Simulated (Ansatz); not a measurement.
Process, species as SMILES: CCC[C](C)O -> CC(C)CC[O]
Geometries: B3LYP-D3(BJ)/def2-TZVP minima from Ansatz (a first-principles code), one conformer each, not searched for the lowest. Frequencies are from Ansatz.

Wanted: isomerisation energy (0 K, with B3LYP-D3(BJ) harmonic zero-point energies), in kJ/mol. Cores are frozen in the correlated levels unless marked. Open shells are spin-unrestricted. Spin-orbit coupling is left out. No relativistic terms. CBS marks a two-point X^-3 extrapolation of the correlation energy; Hartree-Fock from the larger set. [CCSD(T)-MP2]/basis is that difference in the basis named.

```
level                           program  isomerisation energy (kJ/mol)
-----------------------  --------------  -----------------------------
B3LYP/def2-TZVPD                 Ansatz                           53.9
PBE0/STO-3G                      Ansatz                          -22.7
PBE0-D4/def2-TZVPD       Ansatz + dftd4                           55.1
BHLYP-D3(BJ)/def2-TZVPD  Ansatz + dftd3                           41.1
r2SCAN0/def2-TZVPD               Ansatz                           53.1
B2GP-PLYP-D4/def2-TZVPD  Ansatz + dftd4                           57.2
```

Problem. Estimate the value at RI-MP2/CBS(cc-pVTZ,cc-pVQZ)+[CCSD(T)-MP2]/cc-pVTZ as computed with Ansatz.

Solution. 59.5 kJ/mol, so B2GP-PLYP-D4/def2-TZVPD differs from it by -2.3 kJ/mol.
